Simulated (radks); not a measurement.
Values are calculated unless marked as measured or tabulated.
Question: Species: the rubidium ion Rb29+. Configuration: [He] 2s2 2p4 (the NIST ground configuration). Level of theory: scalar-relativistic Kohn-Sham, PBE, spin-unpolarised, spherical densities, point nucleus (a radial shooting solver on a logarithmic mesh with Libxc functionals). Some entries of the table are withheld. Estimate them.

orbital  occ.  eigenvalue (eV)  <1/r> (bohr^-1)
1s          2              (1)            37.93
2s          2              (2)              (3)
2p          4        -3386.656            8.571

Answer: 
(1) 1s eigenvalue (eV): -16814.46
(2) 2s eigenvalue (eV): -3575.874
(3) 2s <1/r> (bohr^-1): 8.791
